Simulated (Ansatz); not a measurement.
C3H11SbSi (`C[CH](C)[SbH][SiH3]`). Total charge 0; spin multiplicity 1. Sb: def2 effective core potential. The structure was optimised at the PBE0-D4/def2-TZVP level. It is one conformer, not always the lowest.

```xyz
16

C     0.236   -0.954    0.957
C    -0.856   -0.350    0.096
C    -2.115   -0.063    0.898
Sb   -0.266    1.488   -0.946
Si    2.022    0.645   -1.765
H    -0.132   -1.857    1.460
H     0.561   -0.255    1.733
H     1.117   -1.237    0.378
H    -1.100   -1.037   -0.722
H    -2.921    0.337    0.277
H    -2.484   -0.979    1.372
H    -1.920    0.659    1.697
H     0.433    2.190    0.451
H     1.799   -0.537   -2.643
H     2.681    1.706   -2.572
H     2.945    0.245   -0.669
```

What is the dipole moment at B3LYP/def2-TZVPP? (An estimate is asked.)

Computed: 1.11 D, with components (-0.67, -0.76, 0.45) D in this frame, pointing from negative to positive charge.

And with PBE, r2SCAN, ωB97M-V? (Estimate.)

Ansatz gave: PBE 1.18 D, r2SCAN 1.19 D, ωB97M-V 1.06 D.

Give the Mulliken charges with B3LYP, PBE, r2SCAN in def2-TZVPP. (Estimate.)

Computed: 
```json
{"atom": "C1", "B3LYP": "-0.24", "PBE": "-0.24", "r2SCAN": "-0.15"}
{"atom": "C2", "B3LYP": "-0.21", "PBE": "-0.18", "r2SCAN": "-0.12"}
{"atom": "C3", "B3LYP": "-0.27", "PBE": "-0.26", "r2SCAN": "-0.16"}
{"atom": "Sb4", "B3LYP": "0.34", "PBE": "0.30", "r2SCAN": "0.28"}
{"atom": "Si5", "B3LYP": "0.07", "PBE": "0.01", "r2SCAN": "0.09"}
{"atom": "H6", "B3LYP": "0.08", "PBE": "0.08", "r2SCAN": "0.04"}
{"atom": "H7", "B3LYP": "0.09", "PBE": "0.08", "r2SCAN": "0.06"}
{"atom": "H8", "B3LYP": "0.08", "PBE": "0.08", "r2SCAN": "0.06"}
{"atom": "H9", "B3LYP": "0.09", "PBE": "0.09", "r2SCAN": "0.05"}
{"atom": "H10", "B3LYP": "0.10", "PBE": "0.09", "r2SCAN": "0.06"}
{"atom": "H11", "B3LYP": "0.08", "PBE": "0.08", "r2SCAN": "0.04"}
{"atom": "H12", "B3LYP": "0.09", "PBE": "0.09", "r2SCAN": "0.05"}
{"atom": "H13", "B3LYP": "-0.12", "PBE": "-0.10", "r2SCAN": "-0.11"}
{"atom": "H14", "B3LYP": "-0.06", "PBE": "-0.04", "r2SCAN": "-0.06"}
{"atom": "H15", "B3LYP": "-0.06", "PBE": "-0.04", "r2SCAN": "-0.06"}
{"atom": "H16", "B3LYP": "-0.05", "PBE": "-0.04", "r2SCAN": "-0.06"}
```

B3LYP here is the variant with VWN-RPA as its local correlation; programs differ in this.
